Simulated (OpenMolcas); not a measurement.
## How methods differ on CH2FNOSi (SMILES O=C=N[SiH2]F)

CH2FNOSi has 7 atoms, charge 0, and is taken as a singlet. SMILES: `O=C=N[SiH2]F`. The shape is that of a PBE0-D4/def2-TZVP optimisation. This is one conformer, not always the lowest.

```csv
atom,x (Å),y (Å),z (Å)
O,-0.5738,-2.9080,-0.5520
C,-0.3069,-1.8169,-0.2561
N,-0.0190,-0.7062,0.0761
Si,0.2121,0.9683,0.1889
F,-0.4202,1.6710,-1.0910
H,-0.4903,1.4703,1.3848
H,1.6593,1.2536,0.2037
```

Quantity: the energy change with the O1–C2 bond stretched from 1.162 to 1.742 Å, in eV. The values are calculated.

| level | kind | program | value (eV) | less CCSD(T)/cc-pVDZ | CPU time (all runs) |
| --- | --- | --- | --- | --- | --- |
| HF/cc-pVDZ (unrestricted) | Hartree–Fock | OpenMolcas | 5.14 | +0.48 | 21 s |
| SVWN5/cc-pVDZ (restricted) | LDA | OpenMolcas | 5.14 | +0.48 | 52 s |
| BLYP/cc-pVDZ (restricted) | GGA | OpenMolcas | 4.44 | -0.22 | 75 s |
| r2SCAN/cc-pVDZ (restricted) | meta-GGA | OpenMolcas | 5.01 | +0.35 | 91 s |
| BHLYP/cc-pVDZ (restricted) | global hybrid | OpenMolcas | 5.26 | +0.60 | 71 s |
| B2PLYP/cc-pVDZ (restricted) | double hybrid | OpenMolcas | 4.99 | +0.33 | 60 s |
| MP2/cc-pVDZ (restricted) | perturbation theory | OpenMolcas | 5.53 | +0.87 | 15 s |
| CCSD(T)/cc-pVDZ (restricted) | coupled cluster or CI | OpenMolcas | 4.66 | 0.00 | 2.8 min |

CCSD(T)/cc-pVDZ (restricted) is the highest level here, not the true value. The first shape isn't each level's own minimum. The values span 4.44 to 5.53 eV. Times are those of the runs behind each value, whatever else they computed, on shared processors of several kinds: orders of magnitude only.
